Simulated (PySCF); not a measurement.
Si(H)(F)(Et)(OH) (C2H7FOSi), SMILES CC[SiH](O)F.

Coordinates come from a PBE0-D3(BJ)/def2-SVP optimisation. This is a generated structure with no PubChem entry under its InChIKey; it may be hypothetical. The values are those of a single conformer.

Vertical ionisation energy (IE) and electron affinity (EA) in eV. Rows of orbital energies are one-electron estimates. Where ΔSCF, EOM or ADC give a negative EA the extra electron is unbound and the value depends on the basis.

| level | IE | EA |
|---|---|---|
| −ε(HOMO), −ε(LUMO), CAM-B3LYP/def2-TZVP (PySCF) | 9.90 | -1.37 |
| −ε(HOMO), −ε(LUMO), PBE/def2-TZVP (PySCF) | [?] | [?] |

Task: Complete the blanks. (An estimate is asked for; the answer gives what the named calculation found.)

Result: 
- −ε(HOMO), −ε(LUMO), PBE/def2-TZVP (PySCF), IE: 7.08
- −ε(HOMO), −ε(LUMO), PBE/def2-TZVP (PySCF), EA: 0.27
